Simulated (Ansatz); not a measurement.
**Energy profile**

The step: CH₄Zn ([CH3][ZnH]) + CH₄ → C₂H₆Zn ([CH3][Zn][CH3]) + H₂; bonds formed: Zn1–C5, H2–H4; bonds broken: Zn1–H2, H4–C5 (atoms numbered as in the saddle structure below).

| atom | x (Å) | y (Å) | z (Å) |
| --- | --- | --- | --- |
| Zn1 | 0.0583 | 0.4833 | -0.1333 |
| H2 | -0.3507 | 0.9066 | -1.8135 |
| C3 | 0.7056 | 1.3312 | 1.4818 |
| H4 | -0.4831 | -0.1389 | -1.5448 |
| C5 | -0.5472 | -1.4865 | -0.8367 |
| H6 | 0.0273 | 2.1305 | 1.7875 |
| H7 | 1.6881 | 1.7748 | 1.3077 |
| H8 | 0.7880 | 0.6129 | 2.2988 |
| H9 | -1.3320 | -1.7322 | -0.1159 |
| H10 | 0.3481 | -2.0722 | -0.6108 |
| H11 | -0.9025 | -1.8096 | -1.8209 |

Electronic energies by CCSD(T) at an estimated basis limit (MP2 extrapolated from triple and quadruple zeta, plus CCSD(T) − MP2 in triple zeta), on PBE0-D4/def2-TZVP structures; C2H8Zn, singlet; no counterpoise correction. Program: Ansatz 0.2.0. Basis: def2-TZVPP and def2-QZVPP. Cores are frozen in the correlated methods. The 3s and 3p shells of Cu and Zn are frozen; filled d shells are correlated. Extrapolation: Hartree–Fock as exp(−7.88 √X), correlation as X^−2.97.

**Question.** Give the profile in kJ/mol, counted from the separated reactants. (Judge from chemistry; the value comes from the calculation.)

**Answer.** By the calculation:
```csv
point,kJ/mol
"separated: CH4Zn (linked as [CH3][ZnH]; Zn1, H2, C3, H6, H7, H8; singlet) + CH4 (H4, C5, H9, H10, H11; singlet)",0.0
start structure,-5.3
saddle,211.4
end structure,33.5
"separated: C2H6Zn (linked as [CH3][Zn][CH3]; Zn1, C3, C5, H6, H7, H8, H9, H10, H11; singlet) + H2 (H2, H4; singlet)",36.1
```

The T1 diagnostic stays at or below 0.015. The start structure is not quite a true minimum (one mode of 28i cm⁻¹).

For scale, one of the runs: CCSD(T)/def2-TZVPP, 238 basis functions, launched by `ansatz run in.yaml --threads 8 --pin off --events-out ev --progress --plain --max-ram 19148MiB`. Hardware: 8 CPU threads of an Intel Xeon 6975P-C, shared host. Wall time 14 s; peak host memory 4.9 GiB.
